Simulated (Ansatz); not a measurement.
Se(CCH)2 (C₄H₂Se). Total charge 0; triplet. Geometry PBE0-D4/def2-SVP, that of the neutral singlet; atoms count from 1.

```
atom   x (Å)   y (Å)   z (Å)
 Se1  -0.010   0.454   1.551
  C2   1.162   0.853   0.204
  C3   1.982   1.163  -0.635
  H4   2.704   1.433  -1.385
  C5  -1.167  -0.612   0.619
  C6  -1.979  -1.329   0.070
  H7  -2.693  -1.963  -0.424
```

At PBE0-D4/def2-TZVP a singlet of charge 0 lies 4.02 eV below the triplet at the same geometry.

(1) Estimate the Mulliken populations from the PBE0/def2-TZVP orbitals of Ansatz.

(2) Where does the spin sit?

(3) And the Mayer bond orders between heavy atoms (over 0.3)?

## Answers

(1) 
```tsv
atom	charge (e)	spin (α − β)
Se1	0.20	1.26
C2	-0.11	-0.02
C3	-0.18	0.41
H4	0.19	-0.01
C5	-0.11	-0.02
C6	-0.18	0.41
H7	0.19	-0.01
```
Mulliken values depend strongly on the basis.

(2) Summed by element: Se 1.26, C 0.76, H -0.02, of 2 unpaired in all. Largest on single atoms: Se1 1.26, C6 0.41, C3 0.41.

(3) Se1–C2 1.08 (1.83 Å); Se1–C5 1.08 (1.83 Å); C2–C3 2.51 (1.21 Å); C5–C6 2.51 (1.21 Å).
